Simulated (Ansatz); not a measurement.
One change: `C[SiH](F)N=C=O` becomes `C[Si](F)(Cl)N=C=O`.

Ansatz, PBE0-D4/def2-TZVP geometries, multiplicity 1. Each molecule was computed in one conformer, which needn't be the lowest.

```csv
property,`C[SiH](F)N=C=O`
HOMO energy (ωB97M-V/def2-TZVPP) / eV,-10.96
HOMO energy (PBE/def2-TZVPP) / eV,-7.35
size of the dipole moment (PBE/def2-TZVPP) / D,2.44
HOMO–LUMO gap (PBE0/def2-TZVPP) / eV,8.94
size of the dipole moment (ωB97M-V/def2-TZVPP) / D,2.49
"ideal-gas entropy at 298 K and 1 bar (rigid rotor, harmonic PBE0-D4/def2-TZVP) / J/(mol·K)",372
```

Q: What does the change do to each property? (Estimate.)

A: Computed: 
```tsv
property	`C[Si](F)(Cl)N=C=O`	shift
HOMO energy (ωB97M-V/def2-TZVPP) / eV	-11.39	-0.43
HOMO energy (PBE/def2-TZVPP) / eV	-7.73	-0.38
size of the dipole moment (PBE/def2-TZVPP) / D	2.34	-0.10
HOMO–LUMO gap (PBE0/def2-TZVPP) / eV	9.29	0.35
size of the dipole moment (ωB97M-V/def2-TZVPP) / D	2.37	-0.12
ideal-gas entropy at 298 K and 1 bar (rigid rotor, harmonic PBE0-D4/def2-TZVP) / J/(mol·K)	399	27
```

With PBE0 the HOMO falls by 0.42 eV and the LUMO falls by 0.07 eV, so the gap widens by about 0.35 eV. PBE moves the HOMO by -0.38 eV and ωB97M-V by -0.43 eV. Dipoles are sizes alone; their direction can turn. Modes under 60 cm⁻¹, often nearly free rotors, make the harmonic entropy too high.
